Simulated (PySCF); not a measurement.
# One molecule, several mistakes: AlBCClH4

These are calculations, not measurements. They come from PySCF 2.14.0, an open-source quantum chemistry program, on an isolated molecule that a program drew, which may never have been made. The molecule is AlBCClH4 (charge 0, doublet), drawn as the SMILES string `[CH2][AlH][BH]Cl`.

Each row is a Hartree-Fock (HF) and frozen-core CCSD(T) single point in the cc-pV(D+d)Z basis, meant for a local HF minimum. Run 1 is clean. Each other run has one planted mistake out of seven kinds, and not every kind appears here: one electron removed, one electron added, multiplicity raised by two, geometry at a saddle point, minimal basis STO-3G, one bond length entered in bohr, all coordinates scaled. The reference is restricted for singlets and unrestricted otherwise, and also for a bond in bohr. Adding or removing an electron swaps singlet and doublet. Electrons count all cores. HOMO and LUMO are orbital energies over both spins, the gradient is its largest component, and the lowest frequency (negative if imaginary) is given only where the gradient is small. Bond lengths are over the 7 bonds as drawn. T1 is the CCSD diagnostic: over 0.02 (restricted) or 0.045 (unrestricted) a single reference is doubtful.

Geometry of the clean run:
```xyz
8
AlBCClH4, angstrom
C    -2.2923   -2.7932   -2.5034
Al   -0.5214   -2.4832   -1.7876
B     0.9967   -4.0125   -1.8812
Cl    1.1264   -5.1701   -0.5287
H    -3.0971   -2.0586   -2.4684
H    -2.6121   -3.7177   -2.9849
H    -0.2022   -1.0853   -1.1116
H     1.8074   -4.2052   -2.7431
```

| run | electrons | basis functions | <S^2> | HOMO (eV) | LUMO (eV) | gradient (hartree/bohr) | lowest frequency (cm^-1) | mean bond (Å) | longest bond (Å) | T1 | HF (hartree) | CCSD(T) (hartree) | mistake |
|---|---|---|---|---|---|---|---|---|---|---|---|---|---|
| 1 | 45 | 94 | 0.758 | -9.99 | 0.68 | 1.2e-05 | 37 | 1.5488 | 2.157 | 0.0141 | -766.28285 | -766.74377 | no fault |
| 2 | 45 | 94 | 3.771 | -7.33 | -0.87 | 2.8e-02 | - | 1.5488 | 2.157 | 0.0251 | -766.18250 | -766.63516 | multiplicity raised by two |
| 3 | 46 | 94 | 0.000 | -1.26 | 5.93 | 5.2e-02 | - | 1.5488 | 2.157 | 0.0187 | -766.27095 | -766.78440 | one electron added |
| 4 | 45 | 32 | 0.767 | -7.98 | 6.30 | 4.1e-02 | - | 1.5488 | 2.157 | 0.0132 | -757.67696 | -757.82165 | minimal basis STO-3G |
| 5 | 44 | 94 | 0.000 | -14.38 | -7.42 | 6.9e-02 | - | 1.5488 | 2.157 | 0.0253 | -765.95882 | -766.40098 | one electron removed |
| 6 | 45 | 94 | 1.658 | -8.88 | -0.49 | 6.8e-03 | - | 1.7757 | 3.373 | 0.0427 | -766.15154 | -766.58488 | ? |

**Which mistake was planted in run 6, and what did it cost?**

The mean bond changes by a factor of 1.147 and the longest by 1.564, so the molecule wasn't scaled as a whole. A length L in bohr read as angstrom grows by (1/0.5292 - 1) L = 0.890 L. The 7 bonds together grew by 7 x 0.2269 = 1.588 Å, which gives L = 1.785 Å. That is bond B3-Cl4, 1.785 Å in the clean geometry. So the mistake is: one bond length entered in bohr. Subtracting run 1 and multiplying by 627.51 kcal/mol a hartree, the energy moved by 82.4 kcal/mol in HF and 99.7 kcal/mol in CCSD(T).

Cautions from the logs. Run 5: T1 is over the limit, so its CCSD(T) energy is less reliable.
